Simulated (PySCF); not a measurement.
Compound: C5H5NO.
Numbering: `[O-:1][n+:2]1[cH:3][cH:4][cH:5][cH:6][cH:7]1` (hydrogens: H8 on C3; H9 on C4; H10 on C5; H11 on C6; H12 on C7)

Structure optimised with GFN2-xTB, isolated species.

(1) What internal coordinates does the optimisation give?

Results:

(1) 
| bond | length (Å) | order |
| --- | --- | --- |
| O1–N2 | 1.253 | single |
| N2–C3, N2–C7 | 1.355 | aromatic |
| C3–C4, C6–C7 | 1.374 | aromatic |
| C4–C5, C5–C6 | 1.387 | aromatic |
| C3–H8, C7–H12 | 1.079 | single |
| C4–H9, C6–H11 | 1.079 | single |
| C5–H10 | 1.077 | single |

Bonds in one row agree within 0.01 Å and their mean is given. Orders are formal, as drawn. A selection of angles:
| angle | degrees |
| --- | --- |
| O1–N2–C3 | 120.8 |
| C3–N2–C7 | 118.4 |
| N2–C3–C4 | 121.8 |
| N2–C3–H8 | 115.0 |
| C4–C3–H8 | 123.1 |
| C3–C4–C5 | 120.1 |
| C3–C4–H9 | 119.0 |
| C5–C4–H9 | 120.9 |
| C4–C5–C6 | 117.8 |
| C4–C5–H10 | 121.1 |

The 7 heavy atoms lie in one plane (0.000 Å rms). N2 (N-oxide nitrogen) is planar (angles 120.8°, 120.8° and 118.4°, sum 360.0°, 0.00 Å off the plane of its three neighbours). The 6-membered ring N2–C3–C4–C5–C6–C7 has internal angles of 117.8° to 121.8°; it is planar, 0.00 Å rms from its mean plane, widest ring torsion 0°.

Point group: C2v (every atom within 0.08 Å of its image). Not checked by GFN2-xTB frequencies.

The numbers are calculated, not measured.
